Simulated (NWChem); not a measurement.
Everything below was run with NWChem. System: imidazole (C3H4N2), charge 0, spin multiplicity 1, at a geometry optimised with B3LYP/def2-SVP. Level: MP2/def2-TZVP, 5 core orbitals frozen.

The NWChem input:

```
start mol
memory heap 200 mb stack 900 mb global 1100 mb
geometry units angstroms nocenter noautoz
  C      0.891426     0.761743     0.000000
  C      0.983908    -0.612853     0.000000
  N     -0.320022    -1.058359     0.000000
  C     -1.124932     0.046597     0.000000
  N     -0.423665     1.156522     0.000000
  H      1.707040     1.484179     0.000000
  H      1.832151    -1.292749     0.000000
  H     -0.622742    -2.024984     0.000000
  H     -2.213050    -0.026511     0.000000
  symmetry group Cs
end
basis spherical
  * library def2-tzvp
end
scf
  rhf
  nopen 0
  maxiter 100
  thresh 1e-7
  semidirect memsize 60000000 filesize 0
end
mp2
  freeze core 5
end
task mp2 energy
```

NWChem printed:

```
             Northwest Computational Chemistry Package (NWChem) 7.3.0
             --------------------------------------------------------

                                NWChem Input Module
                                -------------------

 Scaling coordinates for geometry "geometry" by  1.889725989
 (inverse scale =  0.529177249)

 Turning off AUTOSYM since
 SYMMETRY directive was detected!

                             Geometry "geometry" -> ""
                             -------------------------

 Output coordinates in angstroms (scale by  1.889725989 to convert to a.u.)

  No.       Tag          Charge          X              Y              Z
 ---- ---------------- ---------- -------------- -------------- --------------
    1 C                    6.0000     0.89142600     0.76174300     0.00000000
    2 C                    6.0000     0.98390800    -0.61285300     0.00000000
    3 N                    7.0000    -0.32002200    -1.05835900     0.00000000
    4 C                    6.0000    -1.12493200     0.04659700     0.00000000
    5 N                    7.0000    -0.42366500     1.15652200     0.00000000
    6 H                    1.0000     1.70704000     1.48417900     0.00000000
    7 H                    1.0000     1.83215100    -1.29274900     0.00000000
    8 H                    1.0000    -0.62274200    -2.02498400     0.00000000
    9 H                    1.0000    -2.21305000    -0.02651100     0.00000000

 Effective nuclear repulsion energy (a.u.)     162.9753922999

            Nuclear Dipole moment (a.u.)
            ----------------------------
        X                 Y               Z
 ---------------- ---------------- ----------------
     0.0000037795    -0.0000037795     0.0000000000

      Symmetry information
      --------------------

 Group name             Cs
 Group number              2
 Group order               2
 No. of unique centers     9

      Symmetry unique atoms

     1    2    3    4    5    6    7    8    9


 Summary of "ao basis" -> "" (spherical)
 ------------------------------------------------------------------------------
       Tag                 Description            Shells   Functions and Types
 ---------------- ------------------------------  ------  ---------------------
 *                         def2-tzvp                  on all atoms

 Summary of "ao basis" -> "ao basis" (spherical)
 ------------------------------------------------------------------------------
       Tag                 Description            Shells   Functions and Types
 ---------------- ------------------------------  ------  ---------------------
 C                         def2-tzvp                11       31   5s3p2d1f
 N                         def2-tzvp                11       31   5s3p2d1f
 H                         def2-tzvp                 4        6   3s1p

                                 NWChem SCF Module
                                 -----------------

  ao basis        = "ao basis"
  functions       =   179
  atoms           =     9
  closed shells   =    18
  open shells     =     0
  charge          =   0.00
  wavefunction    = RHF
  use symmetry    = T
  symmetry adapt  = T

 Summary of "ao basis" -> "ao basis" (spherical)
 ------------------------------------------------------------------------------
       Tag                 Description            Shells   Functions and Types
 ---------------- ------------------------------  ------  ---------------------
 C                         def2-tzvp                11       31   5s3p2d1f
 N                         def2-tzvp                11       31   5s3p2d1f
 H                         def2-tzvp                 4        6   3s1p

      Symmetry analysis of basis
      --------------------------

        a'        125
        a"         54

 Forming initial guess at       0.2s

      Superposition of Atomic Density Guess
      -------------------------------------

 Sum of atomic energies:        -223.63632503

      Non-variational initial energy
      ------------------------------

 Total energy =    -227.022053
 1-e energy   =    -623.730984
 2-e energy   =     233.733539
 HOMO         =      -0.246838
 LUMO         =       0.042144

      Symmetry analysis of molecular orbitals - initial
      -------------------------------------------------

  Numbering of irreducible representations:

     1 a'          2 a"

  Orbital symmetries:

     1 a'          2 a'          3 a'          4 a'          5 a'
     6 a'          7 a'          8 a'          9 a'         10 a'
    11 a'         12 a"         13 a'         14 a'         15 a'
    16 a'         17 a"         18 a"         19 a"         20 a"
    21 a'         22 a'         23 a'         24 a'         25 a'
    26 a'         27 a'         28 a'

 Starting SCF solution at      11.8s

 ----------------------------------------------
         Quadratically convergent ROHF

 Convergence threshold     :          1.000E-07
 Maximum no. of iterations :          100
 Final Fock-matrix accuracy:          1.000E-09
 ----------------------------------------------

              iter       energy          gnorm     gmax       time
             ----- ------------------- --------- --------- --------
                 1     -224.8188393568  9.98D-01  2.28D-01     15.7
                 2     -224.8842090084  4.30D-01  6.75D-02     23.7
                 3     -224.8988897780  3.07D-02  6.25D-03     34.7
                 4     -224.8990130624  8.29D-04  2.53D-04     50.8
                 5     -224.8990131987  3.61D-07  1.09D-07     81.6
                 6     -224.8990131987  3.02D-09  6.52D-10    101.1

       Final RHF  results
       ------------------

         Total SCF energy =   -224.899013198727
      One-electron energy =   -626.990796606682
      Two-electron energy =    239.116391108034
 Nuclear repulsion energy =    162.975392299921

        Time for solution =     89.4s

       Symmetry analysis of molecular orbitals - final
       -----------------------------------------------

  Numbering of irreducible representations:

     1 a'          2 a"

  Orbital symmetries:

     1 a'          2 a'          3 a'          4 a'          5 a'
     6 a'          7 a'          8 a'          9 a'         10 a'
    11 a'         12 a'         13 a'         14 a"         15 a'
    16 a'         17 a"         18 a"         19 a'         20 a"
    21 a'         22 a'         23 a'         24 a"         25 a'
    26 a'         27 a'         28 a'

             Final eigenvalues
             -----------------

              1
    1  -15.6219
    2  -15.5435
    3  -11.2960
    4  -11.2617
    5  -11.2433
    6   -1.3383
    7   -1.1657
    8   -1.0033
    9   -0.8263
   10   -0.7964
   11   -0.7543
   12   -0.6072
   13   -0.5993
   14   -0.5973
   15   -0.5686
   16   -0.4360
   17   -0.4007
   18   -0.3192
   19    0.1253
   20    0.1608
   21    0.1821
   22    0.1846
   23    0.2002
   24    0.2060
   25    0.2284
   26    0.2661
   27    0.2997
   28    0.3146

                       ROHF Final Molecular Orbital Analysis
                       -------------------------------------

 Vector   16  Occ=2.000000D+00  E=-4.360185D-01  Symmetry=a'
              MO Center= -3.5D-01,  1.1D+00,  4.5D-15, r^2= 1.6D+00
   Bfn.  Coefficient  Atom+Function         Bfn.  Coefficient  Atom+Function
  ----- ------------  ---------------      ----- ------------  ---------------
   131      0.335219  5 N  py               134      0.304985  5 N  py
   137      0.222261  5 N  py               128      0.213461  5 N  s

 Vector   17  Occ=2.000000D+00  E=-4.007438D-01  Symmetry=a"
              MO Center= -2.0D-01,  2.1D-01, -4.9D-14, r^2= 2.2D+00
   Bfn.  Coefficient  Atom+Function         Bfn.  Coefficient  Atom+Function
  ----- ------------  ---------------      ----- ------------  ---------------
   132     -0.270240  5 N  pz                70      0.268145  3 N  pz
    73      0.261252  3 N  pz               135     -0.259948  5 N  pz
    76      0.226637  3 N  pz               138     -0.167483  5 N  pz

 Vector   18  Occ=2.000000D+00  E=-3.191532D-01  Symmetry=a"
              MO Center=  3.5D-01,  4.7D-03, -2.8D-14, r^2= 2.4D+00
   Bfn.  Coefficient  Atom+Function         Bfn.  Coefficient  Atom+Function
  ----- ------------  ---------------      ----- ------------  ---------------
    42      0.256871  2 C  pz                39      0.252384  2 C  pz
    11      0.219384  1 C  pz                 8      0.214392  1 C  pz
   101     -0.213819  4 C  pz               104     -0.210698  4 C  pz
    45      0.205173  2 C  pz               107     -0.166807  4 C  pz

 Vector   19  Occ=0.000000D+00  E= 1.253250D-01  Symmetry=a'
              MO Center= -7.3D-01, -2.4D+00, -6.3D-15, r^2= 4.0D+00
   Bfn.  Coefficient  Atom+Function         Bfn.  Coefficient  Atom+Function
  ----- ------------  ---------------      ----- ------------  ---------------
   170      2.248073  8 H  s                 67     -1.869640  3 N  s
    75      0.900516  3 N  py               176      0.859160  9 H  s
   164      0.729154  7 H  s                105      0.583540  4 C  px
    36     -0.487408  2 C  s                 43     -0.381619  2 C  px
    66      0.365146  3 N  s                129     -0.250710  5 N  s

 Vector   20  Occ=0.000000D+00  E= 1.607893D-01  Symmetry=a"
              MO Center= -1.5D-01, -1.5D-01, -6.1D-13, r^2= 3.9D+00
   Bfn.  Coefficient  Atom+Function         Bfn.  Coefficient  Atom+Function
  ----- ------------  ---------------      ----- ------------  ---------------
    45      0.747475  2 C  pz               107      0.745909  4 C  pz
    76     -0.659228  3 N  pz                14     -0.438792  1 C  pz
   138     -0.283333  5 N  pz                70     -0.218049  3 N  pz
   101      0.216183  4 C  pz               104      0.212289  4 C  pz
    39      0.189834  2 C  pz                73     -0.176617  3 N  pz

 Vector   21  Occ=0.000000D+00  E= 1.820927D-01  Symmetry=a'
              MO Center=  1.4D+00, -1.6D+00,  2.2D-13, r^2= 7.5D+00
   Bfn.  Coefficient  Atom+Function         Bfn.  Coefficient  Atom+Function
  ----- ------------  ---------------      ----- ------------  ---------------
   164      4.592646  7 H  s                 43     -2.973946  2 C  px
    44      2.046118  2 C  py               176     -2.055681  9 H  s
     5     -1.937609  1 C  s                105     -1.671553  4 C  px
   129      1.345690  5 N  s                 12      1.092923  1 C  px
    36     -0.652706  2 C  s                163     -0.637799  7 H  s

 center of mass
 --------------
 x =  -0.01944719 y =   0.05126692 z =   0.00000000

 moments of inertia (a.u.)
 ------------------
         192.475412320870           1.140868755065           0.000000000000
           1.140868755065         185.428158921317           0.000000000000
           0.000000000000           0.000000000000         377.903571242187

  Mulliken analysis of the total density
  --------------------------------------

    Atom       Charge   Shell Charges
 -----------   ------   -------------------------------------------------------
    1 C    6     6.04   0.85  1.12  0.50  0.54  0.11  1.22  1.26  0.31  0.03  0.09  0.01
    2 C    6     6.07   0.85  1.12  0.49  0.56  0.11  1.23  1.23  0.36  0.03  0.08  0.01
    3 N    7     7.34   0.82  1.16  0.50  0.84  0.11  1.52  1.80  0.52  0.01  0.07  0.01
    4 C    6     5.83   0.85  1.12  0.51  0.51  0.09  1.21  1.10  0.27  0.04  0.10  0.02
    5 N    7     7.41   0.82  1.16  0.53  0.90  0.21  1.44  1.69  0.59  0.01  0.07  0.00
    6 H    1     0.87   0.26  0.49  0.09  0.02
    7 H    1     0.85   0.26  0.48  0.08  0.02
    8 H    1     0.74   0.25  0.40  0.05  0.04
    9 H    1     0.85   0.26  0.48  0.08  0.02

       Multipole analysis of the density wrt the origin
       ------------------------------------------------

     L   x y z        total         open         nuclear
     -   - - -        -----         ----         -------
     0   0 0 0     -0.000000      0.000000     36.000000

     1   1 0 0     -0.029421      0.000000      0.000004
     1   0 1 0     -1.524853      0.000000     -0.000004
     1   0 0 1      0.000000      0.000000      0.000000

     2   2 0 0    -18.161757      0.000000    113.197836
     2   1 1 0      2.374304      0.000000      2.026810
     2   1 0 1      0.000000      0.000000      0.000000
     2   0 2 0    -20.562155      0.000000    110.442283
     2   0 1 1      0.000000      0.000000      0.000000
     2   0 0 2    -24.243076      0.000000      0.000000

                   NWChem MP2 Semi-direct Energy/Gradient Module
                   ---------------------------------------------

  Basis functions       =    179
  Molecular orbitals    =    179
  Frozen core           =      5
  Frozen virtuals       =      0
  Active alpha occupied =     13
  Active beta occupied  =     13
  Active alpha virtual  =    161
  Active beta virtual   =    161
  Use MO symmetry       = T
  Use skeleton AO sym   = T

  AO/Fock/Back tols     =   1.0D-09  1.0D-09  1.0D-09

 GA uses MA = F    GA memory limited = T

 Available:
  local mem=  1.26D+08
 global mem=  1.44D+08
 local disk=  0.00D+00
  mp2_memr nvloc                   161
  nvloc new                   161
   1 passes of  13:        5242880                     169971                 113785889.
   1 passes of  13: M    126043424           G      144115118           F     120800544.

 Semi-direct pass number   1 of   1  for RHF alpha+beta  at      101.5s
  vrange nnbf                 15982
  mp2_eaftype                   434  avail_ma_in_mb                  1098
 EAF : mp2_eaftype filesize         434   56892945.
  mp2_eaf for mointskh                    434
Node 0 wrote    267.6 Mb in      0.1 s     Agg I/O rate:  3233.6 Mb/s
 Done moints_semi at      138.3s
  mp2_eaftype                   434  avail_ma_in_mb                   664
 EAF : mp2_eaftype filesize         434   56892945.
  mp2_eaf for kh                   434
 Done maket at      139.6s
 Done multipass loop at      139.6s

          -------------------------------------------
          SCF energy                -224.899013198727
          Correlation energy          -0.869526438201
          Singlet pairs               -0.531020427342
          Triplet pairs               -0.338506010859
          Total MP2 energy          -225.768539636929
          -------------------------------------------

          ---------------------------------------------------
                    Spin Component Scaled (SCS) MP2
          Same spin pairs                     -0.225670673906
          Same spin scaling factor             0.333333333333
          Opposite spin pairs                 -0.643855764295
          Opposite spin scaling fact.          1.200000000000
          SCS-MP2 correlation energy          -0.847850475123
          Total SCS-MP2 energy              -225.746863673851
          ---------------------------------------------------

 -----------------------
 Performance information
 -----------------------

 Timer overhead =  2.81D-07 seconds/call

               Nr. of calls         CPU time (s)                 Wall time (s)                GFlops
             ---------------    -------------------     ------------------------------   -------------------
Name         Min   Avg   Max    Min     Avg     Max     Min     Avg     Max   Mx/calls   Min     Max     Sum
mp2: moin     1     1     1    37.     37.     37.      37.     37.     37.     37.      0.0     0.0     0.0
mp2: make     1     1     1    1.4     1.4     1.4      1.4     1.4     1.4     1.4      0.0     0.0     0.0
mp2: tota     1     1     1    38.     38.     38.      38.     38.     38.     38.      0.0     0.0     0.0

 The average no. of pstat calls per process was 3.00D+00
 with a timing overhead of 8.42D-07s

 Task  times  cpu:      139.6s     wall:      139.6s

 Total times  cpu:      139.6s     wall:      139.6s
```
